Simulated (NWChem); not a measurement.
System: Si2H3O2F; SMILES F[SiH]1O[SiH2]O1

NWChem input:

```
start job
memory heap 200 mb stack 900 mb global 1100 mb
geometry units angstroms noautoz
  F     -0.575076     2.050960     0.000000
  Si     0.458289     0.820515     0.000000
  O      0.118714    -0.313114    -1.192773
  Si    -0.240779    -1.473984     0.000000
  O      0.118714    -0.313114     1.192773
  H      1.814608     1.391215     0.000000
  H      0.696998    -2.624269     0.000000
  H     -1.657440    -1.915752     0.000000
end
basis spherical
  F library 6-31g*
  Si library 6-31g*
  O library 6-31g*
  H library 6-31g*
end
dft
  xc b3lyp
  grid coarse
  iterations 150
  mulliken
end
task dft gradient
```

Output (shortened):

```
             Northwest Computational Chemistry Package (NWChem) 7.3.0
             --------------------------------------------------------

 CS  symmetry detected

                             Geometry "geometry" -> ""
                             -------------------------

 Output coordinates in angstroms (scale by  1.889725989 to convert to a.u.)

  No.       Tag          Charge          X              Y              Z
 ---- ---------------- ---------- -------------- -------------- --------------
    1 F                    9.0000    -0.59629455    -2.02745739     0.00000000
    2 Si                  14.0000     0.44317837    -0.80216796     0.00000000
    3 O                    8.0000     0.10924668     0.33313619    -1.19277300
    4 Si                  14.0000    -0.24446726     1.49578008     0.00000000
    5 O                    8.0000     0.10924668     0.33313619     1.19277300
    6 H                    1.0000     1.79664171    -1.37960775     0.00000000
    7 H                    1.0000     0.69902009     2.64138599     0.00000000
    8 H                    1.0000    -1.65891321     1.94458963     0.00000000

 Effective nuclear repulsion energy (a.u.)     321.1846631696

      Symmetry information
      --------------------

 Group name             Cs
 Group number              2
 Group order               2
 No. of unique centers     7

                                 NWChem DFT Module
                                 -----------------

 Summary of "ao basis" -> "ao basis" (spherical)
 ------------------------------------------------------------------------------
       Tag                 Description            Shells   Functions and Types
 ---------------- ------------------------------  ------  ---------------------
 F                           6-31g*                  6       14   3s2p1d
 Si                          6-31g*                  8       18   4s3p1d
 O                           6-31g*                  6       14   3s2p1d
 H                           6-31g*                  2        2   2s

      Symmetry analysis of basis
      --------------------------

        a'         56
        a"         28

            General Information
            -------------------
          SCF calculation type: DFT
          Wavefunction type:  closed shell.
          No. of atoms     :     8
          No. of electrons :    56
           Alpha electrons :    28
            Beta electrons :    28
          Charge           :     0
          Spin multiplicity:     1
          Use of symmetry is: on ; symmetry adaption is: on
          Maximum number of iterations: 150
          AO basis - number of functions:    84
                     number of shells:    40
          Convergence on energy requested:  1.00D-06
          Convergence on density requested:  1.00D-05
          Convergence on gradient requested:  5.00D-04

              XC Information
              --------------
                         B3LYP Method XC Potential
                     Hartree-Fock (Exact) Exchange  0.200
                        Slater Exchange Functional  0.800 local
                    Becke 1988 Exchange Functional  0.720 non-local
              Lee-Yang-Parr Correlation Functional  0.810
                  VWN I RPA Correlation Functional  0.190 local

             Grid Information
             ----------------
          Grid used for XC integration:  coarse
          Radial quadrature: Mura-Knowles
          Angular quadrature: Lebedev.
          Tag              B.-S. Rad. Rad. Pts. Rad. Cut. Ang. Pts.
          ---              ---------- --------- --------- ---------
          F                   0.50       35          11.0       302
          Si                  1.10       70           9.0       302
          O                   0.60       35           7.0       302
          H                   0.35       35          11.0       302
          Grid pruning is: on
          Number of quadrature shells:   315
          Spatial weights used:  Erf1

      Superposition of Atomic Density Guess
      -------------------------------------

 Sum of atomic energies:        -828.01034915

      Non-variational initial energy
      ------------------------------

 Total energy =    -829.566877
 1-e energy   =   -1787.696200
 2-e energy   =     636.944660
 HOMO         =      -0.390156
 LUMO         =       0.025210

      Symmetry analysis of molecular orbitals - initial
      -------------------------------------------------

  Numbering of irreducible representations:

     1 a'          2 a"

  Orbital symmetries:

     1 a'          2 a'          3 a'          4 a'          5 a"
     6 a'          7 a'          8 a'          9 a'         10 a'
    11 a"         12 a'         13 a"         14 a'         15 a'
    16 a"         17 a'         18 a'         19 a'         20 a'
    21 a"         22 a"         23 a'         24 a'         25 a"
    26 a"         27 a'         28 a'         29 a"         30 a'
    31 a'         32 a"         33 a'         34 a'         35 a'
    36 a'         37 a'         38 a'

     ---------------------------------------------
      Total Density - Mulliken Population Analysis
     ---------------------------------------------

    Atom       Charge   Shell Charges
 -----------   ------   -------------------------------------------------------
    1 F    9     9.59   2.00  0.95  3.46  1.00  2.18  0.01
    2 Si  14    12.40   2.00  2.00  5.97  0.77  1.05  0.17  0.18  0.26
    3 O    8     9.02   2.00  0.94  3.14  0.92  2.01  0.01
    4 Si  14    12.84   2.00  2.00  5.97  0.88  1.27  0.23  0.28  0.21
    5 O    8     9.02   2.00  0.94  3.14  0.92  2.01  0.01
    6 H    1     1.02   0.45  0.57
    7 H    1     1.06   0.47  0.59
    8 H    1     1.06   0.47  0.59

   convergence    iter        energy       DeltaE   RMS-Dens  Diis-err
 ---------------- ----- ----------------- --------- --------- ---------
 d= 0,ls=0.0,diis     1   -831.1363520482 -1.15D+03  2.02D-02  1.19D+00
 d= 0,ls=0.0,diis     2   -831.0243490995  1.12D-01  1.06D-02  2.62D+00
 d= 0,ls=0.0,diis     3   -831.2706288068 -2.46D-01  1.25D-03  1.71D-02
 d= 0,ls=0.0,diis     4   -831.2720643860 -1.44D-03  4.78D-04  1.99D-03
 d= 0,ls=0.0,diis     5   -831.2722344160 -1.70D-04  1.48D-04  5.31D-04
  Resetting Diis
 d= 0,ls=0.0,diis     6   -831.2722787658 -4.43D-05  3.07D-05  8.67D-06
 d= 0,ls=0.0,diis     7   -831.2722797121 -9.46D-07  4.65D-06  5.17D-08

         Total DFT energy =     -831.272279712051
      One electron energy =    -1790.605477634684
           Coulomb energy =      709.035211621656
    Exchange-Corr. energy =      -70.886676868631
 Nuclear repulsion energy =      321.184663169609

 Numeric. integr. density =       55.999986352069

                  Occupations of the irreducible representations
                  ----------------------------------------------

                     irrep           alpha         beta
                     --------     --------     --------
                     a'               20.0         20.0
                     a"                8.0          8.0

                       DFT Final Molecular Orbital Analysis
                       ------------------------------------

 Vector   26  Occ=2.000000D+00  E=-3.341023D-01  Symmetry=a"
              MO Center=  1.6D-01,  3.4D-01,  9.7D-14, r^2= 2.3D+00
   Bfn.  Coefficient  Atom+Function         Bfn.  Coefficient  Atom+Function
  ----- ------------  ---------------      ----- ------------  ---------------
    37      0.396834  3 O  pz                69      0.396834  5 O  pz
    41      0.272404  3 O  pz                73      0.272404  5 O  pz
    35     -0.213237  3 O  px                67      0.213237  5 O  px
    39     -0.169086  3 O  px                71      0.169086  5 O  px
    55     -0.093885  4 Si pz                23     -0.091543  2 Si pz

 Vector   27  Occ=2.000000D+00  E=-3.332164D-01  Symmetry=a"
              MO Center=  5.4D-02,  3.0D-01,  4.5D-13, r^2= 2.1D+00
   Bfn.  Coefficient  Atom+Function         Bfn.  Coefficient  Atom+Function
  ----- ------------  ---------------      ----- ------------  ---------------
    35      0.363334  3 O  px                67     -0.363334  5 O  px
    39      0.287669  3 O  px                71     -0.287669  5 O  px
    37      0.231226  3 O  pz                69      0.231226  5 O  pz
    41      0.160713  3 O  pz                73      0.160713  5 O  pz
    36      0.124895  3 O  py                68     -0.124895  5 O  py

 Vector   28  Occ=2.000000D+00  E=-3.301679D-01  Symmetry=a'
              MO Center= -1.3D-01,  1.1D+00, -6.1D-13, r^2= 3.7D+00
   Bfn.  Coefficient  Atom+Function         Bfn.  Coefficient  Atom+Function
  ----- ------------  ---------------      ----- ------------  ---------------
    84      0.297881  8 H  s                 35      0.291322  3 O  px
    67      0.291322  5 O  px                82     -0.269163  7 H  s
    39      0.215619  3 O  px                71      0.215619  5 O  px
    83      0.202161  8 H  s                 53     -0.192021  4 Si px
    81     -0.182253  7 H  s                 80     -0.158536  6 H  s

 Vector   29  Occ=0.000000D+00  E=-1.531602D-02  Symmetry=a"
              MO Center= -1.6D-01,  1.2D+00, -2.9D-15, r^2= 4.6D+00
   Bfn.  Coefficient  Atom+Function         Bfn.  Coefficient  Atom+Function
  ----- ------------  ---------------      ----- ------------  ---------------
    59      0.734687  4 Si pz                38      0.465669  3 O  s
    70     -0.465669  5 O  s                 55      0.445359  4 Si pz
    23      0.295610  2 Si pz                27      0.225667  2 Si pz
    51     -0.154961  4 Si pz                 5     -0.102737  1 F  pz
    19     -0.102058  2 Si pz                61      0.102317  4 Si d -1

 Vector   30  Occ=0.000000D+00  E= 3.134034D-02  Symmetry=a'
              MO Center= -2.2D-01,  1.1D+00,  2.0D-16, r^2= 5.3D+00
   Bfn.  Coefficient  Atom+Function         Bfn.  Coefficient  Atom+Function
  ----- ------------  ---------------      ----- ------------  ---------------
    58      1.374766  4 Si py                56     -0.733914  4 Si s
    38      0.525203  3 O  s                 70      0.525203  5 O  s
    57     -0.420066  4 Si px                80      0.342098  6 H  s
    26      0.340211  2 Si py                84     -0.228209  8 H  s
    82     -0.214441  7 H  s                  6      0.182388  1 F  s

 Vector   31  Occ=0.000000D+00  E= 4.857220D-02  Symmetry=a'
              MO Center=  4.0D-01, -6.9D-01,  3.9D-15, r^2= 5.4D+00
   Bfn.  Coefficient  Atom+Function         Bfn.  Coefficient  Atom+Function
  ----- ------------  ---------------      ----- ------------  ---------------
    26      0.924556  2 Si py                56     -0.605913  4 Si s
     6      0.498913  1 F  s                 84      0.458668  8 H  s
    82      0.419318  7 H  s                 80      0.394796  6 H  s
    24     -0.357394  2 Si s                 58     -0.331867  4 Si py
    20     -0.319746  2 Si s                 52     -0.260624  4 Si s

     ---------------------------------------------
      Total Density - Mulliken Population Analysis
     ---------------------------------------------

    Atom       Charge   Shell Charges
 -----------   ------   -------------------------------------------------------
    1 F    9     9.37   2.00  0.93  3.31  1.02  2.09  0.01
    2 Si  14    12.96   2.00  2.00  5.96  0.85  1.46  0.07  0.20  0.41
    3 O    8     8.64   2.00  0.90  2.91  0.96  1.86  0.02
    4 Si  14    13.15   2.00  2.00  5.96  0.95  1.63  0.11  0.19  0.31
    5 O    8     8.64   2.00  0.90  2.91  0.96  1.86  0.02
    6 H    1     1.08   0.51  0.57
    7 H    1     1.08   0.51  0.57
    8 H    1     1.08   0.51  0.57

     -------------------------------------------
      Total Density - Lowdin Population Analysis
     -------------------------------------------

    Atom       Charge   Shell Charges
 -----------   ------   -------------------------------------------------------
    1 F    9     9.24   1.99  0.93  3.18  0.85  2.27  0.02
    2 Si  14    13.26   2.00  1.97  5.87  0.57  1.35  0.30  0.59  0.61
    3 O    8     8.50   1.99  0.87  2.77  0.72  2.12  0.03
    4 Si  14    13.37   2.00  1.97  5.88  0.63  1.48  0.33  0.63  0.44
    5 O    8     8.50   1.99  0.87  2.77  0.72  2.12  0.03
    6 H    1     1.04   0.50  0.53
    7 H    1     1.04   0.51  0.54
    8 H    1     1.04   0.51  0.54

     Multipole analysis of the density
     ---------------------------------

     L   x y z        total         alpha         beta         nuclear
     -   - - -        -----         -----         ----         -------
     0   0 0 0     -0.000000    -28.000000    -28.000000     56.000000

     1   1 0 0      0.278579      0.139290      0.139290     -0.000000
     1   0 1 0      0.515538      0.257769      0.257769      0.000000
     1   0 0 1      0.000000      0.000000      0.000000      0.000000

     2   2 0 0    -30.190850    -39.103698    -39.103698     48.016545
     2   1 1 0     -2.178776      3.359520      3.359520     -8.897815
     2   1 0 1      0.000000      0.000000      0.000000      0.000000
     2   0 2 0    -29.102678   -178.399329   -178.399329    327.695980
     2   0 1 1      0.000000      0.000000      0.000000      0.000000
     2   0 0 2    -33.853808    -57.571542    -57.571542     81.289276

            General Information
            -------------------
          SCF calculation type: DFT
          Wavefunction type:  closed shell.
          No. of atoms     :     8
          No. of electrons :    56
           Alpha electrons :    28
            Beta electrons :    28
          Charge           :     0
          Spin multiplicity:     1
          Use of symmetry is: on ; symmetry adaption is: on
          Maximum number of iterations: 150
          AO basis - number of functions:    84
                     number of shells:    40
          Convergence on energy requested:  1.00D-06
          Convergence on density requested:  1.00D-05
          Convergence on gradient requested:  5.00D-04

              XC Information
              --------------
                         B3LYP Method XC Potential
                     Hartree-Fock (Exact) Exchange  0.200
                        Slater Exchange Functional  0.800 local
                    Becke 1988 Exchange Functional  0.720 non-local
              Lee-Yang-Parr Correlation Functional  0.810
                  VWN I RPA Correlation Functional  0.190 local

[...]

                         DFT ENERGY GRADIENTS

    atom               coordinates                        gradient
                 x          y          z           x          y          z
   1 F      -1.126833  -3.831339   0.000000   -0.004132  -0.003855   0.000000
   2 Si      0.837486  -1.515878   0.000000    0.005383   0.002782   0.000000
   3 O       0.206446   0.629536  -2.254014   -0.000501  -0.000454  -0.000470
   4 Si     -0.461976   2.826614   0.000000   -0.000697   0.001622   0.000000
   5 O       0.206446   0.629536   2.254014   -0.000501  -0.000454   0.000470
   6 H       3.395161  -2.607081   0.000000    0.000639  -0.000628   0.000000
   7 H       1.320956   4.991496   0.000000    0.001446   0.000889   0.000000
   8 H      -3.134891   3.674742   0.000000   -0.001638   0.000097   0.000000
```

Level: B3LYP/6-31G* (spherical d). Geometry: optimised at PBE0/def2-SVP. B3LYP is NWChem's, with the RPA form of VWN correlation.
